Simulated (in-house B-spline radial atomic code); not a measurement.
A fraction x of an electron is removed from 6s in Gd+, starting from [Xe] 4f7 5d1 6s1 and keeping the highest spin. Method: scalar-relativistic (X2C) r2SCAN, spin-polarised, spherical fractional occupations, Fermi nucleus of rms radius 5.1569 fm. Calculated with an all-electron radial atomic-structure program (B-spline basis).

```
   x  E(x) - E(0) (eV)  6s up level (eV)
   0            0.0000            -9.988
0.03            0.3019           -10.140
0.19            1.9885           -10.938
0.28            2.9926           -11.374
0.43            4.7521           -12.084
 0.5            5.6097           -12.420
0.61            7.0051           -12.945
0.63            7.2650           -13.038
0.83            9.9668           -13.985
0.88           10.6720           -14.222
   1           12.4121                 -
```

The exact functional would give a straight line between the two integer points. Deviations E(x) - E(0) - x[E(1) - E(0)], in eV: -0.07 at x = 0.03, -0.37 at x = 0.19, -0.483 at x = 0.28, -0.585 at x = 0.43, -0.596 at x = 0.5, -0.566 at x = 0.61, -0.555 at x = 0.63, -0.335 at x = 0.83, -0.251 at x = 0.88.

The curve lies below the straight line by up to 0.596 eV (at x = 0.5): convex, the delocalisation error that favours fractional charges.

**Question.** How well does Slater's transition state (minus the level at half occupation) give the ionisation energy?

**Answer.** It gives 12.420 eV against 12.412 eV from the two total energies; NIST lists 12.08 eV, ground level to ground level.
